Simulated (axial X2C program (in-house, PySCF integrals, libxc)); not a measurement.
# GaS along the bond: TPSSh, with spin–orbit coupling

Calculated with an in-house all-electron X2C program for linear molecules (integrals from PySCF). Two-component (2c) means X2C with spin–orbit coupling and atomic mean-field two-electron Coulomb and Gaunt terms. Basis: Ga dyall-cv3z [9s9p7d4f1g], S dyall-av3z [9s8p3d2f] (cores contracted in-house); Gaussian nuclei, density fitting, unrestricted open shells. Masses: Ga 68.926 u, S 31.972 u.

State: Ω = 1/2 (⟨Sz⟩ = 0.50, ⟨Lz⟩ = 0.00 at TPSSh). Dipoles are positive if S is the positive end.

```json
{"R (Å)": "1.807", "μ (D)": "-2.458", "HOMO (eV)": "-6.74", "LUMO (eV)": "-4.53"}
{"R (Å)": "1.890", "μ (D)": "-2.736", "HOMO (eV)": "-6.86", "LUMO (eV)": "-4.67"}
{"R (Å)": "1.952", "μ (D)": "-2.936", "HOMO (eV)": "-6.82", "LUMO (eV)": "-4.77"}
{"R (Å)": "2.015", "μ (D)": "-3.129", "HOMO (eV)": "-6.69", "LUMO (eV)": "-4.86"}
{"R (Å)": "2.077", "μ (D)": "-3.317", "HOMO (eV)": "-6.57", "LUMO (eV)": "-4.93"}
{"R (Å)": "2.150", "μ (D)": "-3.532", "HOMO (eV)": "-6.43", "LUMO (eV)": "-4.99"}
{"R (Å)": "2.222", "μ (D)": "-3.750", "HOMO (eV)": "-6.30", "LUMO (eV)": "-5.03"}
{"R (Å)": "2.316", "μ (D)": "-4.041", "HOMO (eV)": "-6.15", "LUMO (eV)": "-5.04"}
{"R (Å)": "2.430", "μ (D)": "-4.430", "HOMO (eV)": "-5.97", "LUMO (eV)": "-5.02"}
{"R (Å)": "2.596", "μ (D)": "-5.068", "HOMO (eV)": "-5.71", "LUMO (eV)": "-4.92"}
```

(1) The minimum lies at 2.070 Å. What is the dipole moment there, and its slope?

Occupations by symmetry block were frozen at the best pattern of an incomplete PBE0 search. Density functionals use the spin component along the axis (collinear).

## Answers

(1) At TPSSh, 2c, with the sign and origin stated: μ = -3.30 D, dμ/dR = -2.99 D/Å.
